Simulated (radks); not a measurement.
Results of a calculation; reference values are marked as such.
The dysprosium ion Dy3+, 63 electrons, occupied as [Xe] 4f9 (the NIST ground configuration).

Code: a radial shooting solver on a logarithmic mesh with Libxc functionals. Model: Dirac Kohn-Sham, LDA (Slater exchange, Perdew-Zunger correlation), spin-unpolarised, spherical densities, finite nucleus; open shells fill j = l - 1/2 first; Fermi nuclear charge, rms radius 5.2218 fm.

Energy parts (hartree):
part                       energy
total                 -12157.6815
kinetic                13330.7546
electron-nucleus      -29910.3931
Hartree                 4677.3855
exchange-correlation    -255.4285

Orbitals (lengths in bohr, moments of r in powers of bohr):
orbital  occ.  eigenvalue (hartree)      <r^2>  small-component weight
1s1/2       2             -1968.779  0.0006103                6.06e-02
2s1/2       2             -328.7233   0.009474                1.35e-02
2p1/2       2             -312.8447   0.006851                1.35e-02
2p3/2       4             -283.4739   0.008077                1.25e-02
3s1/2       2             -74.09680    0.06291                4.30e-03
3p1/2       2             -67.14582    0.05836                4.25e-03
3p3/2       4             -61.04973    0.06533                3.95e-03
3d3/2       4             -49.04329    0.05176                3.84e-03
3d5/2       6             -47.71094    0.05370                3.75e-03
4s1/2       2             -15.60058     0.3171                1.38e-03
4p1/2       2             -12.85699     0.3321                1.30e-03
4p3/2       4             -11.48376     0.3706                1.19e-03
4d3/2       4              -6.95200     0.4209                1.02e-03
4d5/2       6              -6.70257     0.4360                9.93e-04
5s1/2       2              -2.88101      1.826                2.97e-04
5p1/2       2              -2.11331      2.270                2.39e-04
5p3/2       4              -1.92137      2.570                2.13e-04
4f5/2       6              -1.29982     0.8302                6.07e-04
4f7/2       3              -1.26500     0.8568                5.94e-04

The highest occupied level is 4f7/2 at -34.422 eV. Summed over all electrons, <r^2> = 34.20 bohr^2, which gives a Langevin (diamagnetic) susceptibility term of -27.1 x 10^-6 cm^3/mol.
